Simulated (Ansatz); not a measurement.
`CC(C)[O][Ge][OH]`. The species carries charge 0 and has multiplicity 1. Geometry: relaxed with PBE0-D4/def2-TZVP. It is one conformer, not always the lowest.

```xyz
14

C     1.093   -0.549   -0.580
C    -0.221   -0.125    0.049
C    -1.095   -1.311    0.403
O     0.024    0.611    1.232
Ge    0.311    2.362    1.448
O     0.237    2.979   -0.232
H     1.703    0.319   -0.840
H     1.660   -1.164    0.124
H     0.921   -1.131   -1.489
H    -0.775    0.498   -0.672
H    -1.333   -1.897   -0.488
H    -0.577   -1.956    1.117
H    -2.027   -0.975    0.859
H     0.077    2.339   -0.932
```

What is the dipole moment at ωB97M-V/def2-TZVPP? (An estimate is asked.)

The calculation gave: 1.62 D, with components (-0.25, -1.32, -0.91) D in this frame, pointing from negative to positive charge.

And with PBE, r2SCAN, B3LYP? (An estimate is asked.)

Ansatz gave: PBE 1.75 D, r2SCAN 1.87 D, B3LYP 1.65 D.

Give the Mulliken charges with ωB97M-V, B3LYP, PBE in def2-TZVPP. (An estimate is asked.)

Computed: 
```json
{"atom": "C1", "ωB97M-V": "-0.26", "B3LYP": "-0.24", "PBE": "-0.23"}
{"atom": "C2", "ωB97M-V": "0.02", "B3LYP": "0.16", "PBE": "0.13"}
{"atom": "C3", "ωB97M-V": "-0.28", "B3LYP": "-0.23", "PBE": "-0.23"}
{"atom": "O4", "ωB97M-V": "-0.42", "B3LYP": "-0.43", "PBE": "-0.35"}
{"atom": "Ge5", "ωB97M-V": "0.54", "B3LYP": "0.52", "PBE": "0.43"}
{"atom": "O6", "ωB97M-V": "-0.44", "B3LYP": "-0.44", "PBE": "-0.39"}
{"atom": "H7", "ωB97M-V": "0.09", "B3LYP": "0.07", "PBE": "0.07"}
{"atom": "H8", "ωB97M-V": "0.11", "B3LYP": "0.08", "PBE": "0.08"}
{"atom": "H9", "ωB97M-V": "0.10", "B3LYP": "0.08", "PBE": "0.07"}
{"atom": "H10", "ωB97M-V": "0.06", "B3LYP": "0.02", "PBE": "0.01"}
{"atom": "H11", "ωB97M-V": "0.09", "B3LYP": "0.07", "PBE": "0.07"}
{"atom": "H12", "ωB97M-V": "0.11", "B3LYP": "0.08", "PBE": "0.08"}
{"atom": "H13", "ωB97M-V": "0.11", "B3LYP": "0.08", "PBE": "0.08"}
{"atom": "H14", "ωB97M-V": "0.18", "B3LYP": "0.17", "PBE": "0.17"}
```

B3LYP here is the variant with VWN-RPA as its local correlation; programs differ in this.
